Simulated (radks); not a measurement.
Values are calculated unless marked as measured or tabulated.
Charge is removed step by step from the 4d down level of Cd+, starting from [Kr] 4d(up 5, down 5) 5s1. Level of theory: scalar-relativistic Kohn-Sham, PBE, spin-polarised, spherical densities, point nucleus; open shells are filled with parallel spins first (spin-orbit coupling, left out, can overturn this in heavy ions) (a radial shooting solver on a logarithmic mesh with Libxc functionals).

removed (e) = 0: E - E(0) (eV) 0.000; eigenvalue (eV) -20.356; E minus straight line (eV) 0.000
removed (e) = 0.1: E - E(0) (eV) 2.101; eigenvalue (eV) -21.663; E minus straight line (eV) -0.612
removed (e) = 0.2: E - E(0) (eV) 4.333; eigenvalue (eV) -22.988; E minus straight line (eV) -1.092
removed (e) = 0.3: E - E(0) (eV) 6.698; eigenvalue (eV) -24.330; E minus straight line (eV) -1.440
removed (e) = 0.4: E - E(0) (eV) 9.199; eigenvalue (eV) -25.689; E minus straight line (eV) -1.652
removed (e) = 0.5: E - E(0) (eV) 11.836; eigenvalue (eV) -27.064; E minus straight line (eV) -1.727
removed (e) = 0.6: E - E(0) (eV) 14.611; eigenvalue (eV) -28.454; E minus straight line (eV) -1.664
removed (e) = 0.7: E - E(0) (eV) 17.527; eigenvalue (eV) -29.861; E minus straight line (eV) -1.462
removed (e) = 0.8: E - E(0) (eV) 20.583; eigenvalue (eV) -31.282; E minus straight line (eV) -1.118
removed (e) = 0.9: E - E(0) (eV) 23.783; eigenvalue (eV) -32.717; E minus straight line (eV) -0.631
removed (e) = 1: E - E(0) (eV) 27.126; eigenvalue (eV) -34.167; E minus straight line (eV) 0.000

Removing the whole electron costs 27.126 eV by Delta-SCF, against 20.356 eV from minus the eigenvalue at the starting occupation. Slater's transition state (half an electron removed) gives 27.064 eV. Integrating minus the eigenvalue over the occupation (Janak's theorem) gives 27.130 eV. In this scalar-relativistic scheme the density is built from large components alone, so the theorem holds only approximately. The mean slope of the eigenvalue, de/dn, is 13.8 eV per electron.
